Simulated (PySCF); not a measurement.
## ScBr at PBEsol

Level: PBEsol. Sc def2-TZVPP, Br def2-TZVPP; no relativity (PySCF 2.14).

* state: ³Δ (triplet), unpaired electrons σ ↑, δ ↑
* bond length: 2.431 Å
* harmonic wavenumber: 313 cm⁻¹
* force constant: 1.66 mdyn/Å
* rotational constant Be: 0.09958 cm⁻¹
* anharmonicity ωexe: 0.918 cm⁻¹
* vibration–rotation constant αe: 0.000416 cm⁻¹
* well depth De to Sc (3d1 4s2) + Br: 4.66 eV
* dissociation energy D0: 4.64 eV
* bond order (Mayer): 1.35
* dipole moment (positive dipole means Sc(−)Br(+)): -3.66 D

The metal atom is held in its measured ground configuration; semilocal functionals can put another filling of s and d lower by some tenths of an eV, and De to that atom would be smaller. Spin–orbit coupling is left out. The state is the lowest single determinant that the PBE0 search found; with open d or f shells the true ground state can be another one.
